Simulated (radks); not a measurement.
The numbers below are computed, except where a source is named.
Problem. Radial electron density D(r) = 4 pi r^2 rho(r) of an atom or ion with 24 electrons. Level of theory: scalar-relativistic Kohn-Sham, PBE, spin-polarised, spherical densities, finite nucleus; Fermi nuclear charge, rms radius of each element as measured or else 0.836 A^(1/3) + 0.57 fm (a radial shooting solver on a logarithmic mesh with Libxc functionals).

```
   r/bohr * D(r) (the largest magnitude, 34.7, reaches the edge; | marks zero)
 0.008254 |          *
  0.01075 |                *
    0.014 |                       *
  0.01822 |                               *
  0.02392 |                                       *
  0.03115 |                                              *
  0.04056 |                                                 *
  0.05281 |                                              *
  0.06877 |                                         *
  0.08955 |                                      *
   0.1166 |                                          *
   0.1518 |                                                   *
   0.1977 |                                                      *
   0.2595 |                                           *
   0.3379 |                           *
     0.44 |                    *
   0.5729 |                       *
    0.746 |                         *
   0.9714 |                  *
    1.265 |         *
    1.647 |   *
    2.145 |*
    2.815 *
    3.666 *
    4.773 *
    6.215 *
```

What is the nuclear charge?

Solution. Z = 26. The innermost maximum, from 1s, lies near gamma/Z bohr with gamma = sqrt(1 - (Z/c)^2) = 0.982, here 0.0378 bohr (found: 0.0406), and its height grows with Z. The density is that of the iron ion Fe2+ in [Ar] 3d5.5 4s0.5; the configuration itself is not fixed sharply by these data, and Z only to about a unit. D(r) has 3 maxima, at r = 0.0406, 0.187, 0.689 bohr, and minima at 0.0888, 0.444 bohr, inside which lie 2.11, 10.68 electrons.
